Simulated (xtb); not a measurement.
HOZn (SMILES [OH][Zn]), doublet, from a rough starting geometry (GFN-xTB shapes and energies of metal compounds can be far from the true ones) (the spin is typed, not shown lowest).

Here is a job for xtb.
```
$ xtb mol.xyz --gfn 2 --uhf 1 --opt vtight --json

# file mol.xyz
3

Zn    -0.89889672    -0.74312527    -0.83556086
O      0.35009563    -0.11030446     0.34798717
H      0.52133399     0.85706841     0.45268466
```

### Question
Give the total energy at the end of the optimisation at the level GFN2-xTB run with xtb 6.7.1.

### Answer
-5.086059 Ha

### Question
Predict the dipole moment from GFN2-xTB.

### Answer
1.82 D
